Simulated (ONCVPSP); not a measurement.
Configuration tests for Si (ONCV)

ONCVPSP 4.0.1 input, shortened (lines: element, Z, core and valence counts, functional; n l f; lmax; l rc ep ncon nbas qcut; lloc lpopt rc5 dvloc0; l nproj debl; icmod fcfact rcfact), BLYP, scalar-relativistic:

```
  Si 14.00    3    2  -106131      upf
    1    0    2.00
    2    0    2.00
    2    1    6.00
    3    0    1.00
    3    1    3.00
    2
    0    1.45    0.00    4    8    5.80
    1    1.65    0.00    4    7    5.90
    2    1.55    0.05    3    6    5.50
    4    5    1.30    0.00
    0    3    1.30
    1    2    0.90
    2    3    3.40
    1    0.20    0.00
```

Energies are relative to the spin-unpolarised reference configuration 3s1 3p3; without spin polarisation the order of configurations can differ from experiment.

Give the all-electron excitation energy and the error of the potential for: 3s2 3p2; 3s2 3p1; 3s2 3p0; 3s0 3p4.

```tsv
valence configuration	charge	ΔE all-electron (eV)	error AE − PS (meV)
3s2 3p2	0	-6.852	+0.5
3s2 3p1	+1	0.737	0.0
3s2 3p0	+2	16.627	+8.1
3s0 3p4	0	7.023	+0.4
```

Levels in the configuration 3s0 3p4:

```csv
level,all-electron (eV),pseudo (eV)
3p,-5.018,-5.017
```

Note: ghosts flagged at negative energy: s at -143.3 eV; GHOST(+) flags only above 600 eV. A true bound ghost makes a file unfit for plane-wave use.
